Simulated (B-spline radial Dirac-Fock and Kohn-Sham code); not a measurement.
Satellites and hypersatellites of the K lines of Bi²⁷⁺

System: Bi²⁷⁺, configuration [Kr] 4d10 4f10.

Calculated with a radial finite-basis atomic code, using Dirac-Fock ΔSCF + Breit + QED. Each two-hole energy is an average over J within one jj subconfiguration, not an observable level; in light atoms, where LS coupling holds, the j-resolved values are not observed lines, and for a K spectator the Kα1 hypersatellite is nearly forbidden. No correlation.

Lines without a spectator: Kα2 (K-L2) 74817.4 eV, Kα1 (K-L3) 77111.5 eV, Kβ3 (K-M2) 86842.0 eV, Kβ1 (K-M3) 87363.2 eV. Shifts in eV with one spectator hole (a dash: not computed, or left out as unreliable):

| spectator hole | Kα2 | Kα1 | Kβ3 | Kβ1 |
| --- | --- | --- | --- | --- |
| K (1s) | +1175.2 | +1290.6 | +1530.5 | +1558.1 |
| L2 (2p1/2) | +157.8 | +220.0 | – | +400.2 |
| L3 (2p3/2) | +104.7 | +120.6 | +276.9 | – |
| M2 (3p1/2) | – | +36.9 | +67.6 | +80.5 |
| M3 (3p3/2) | +17.34 | – | +52.9 | +54.8 |
| M4 (3d3/2) | +5.82 | +2.75 | – | – |
| M5 (3d5/2) | -0.23 | +4.75 | – | – |
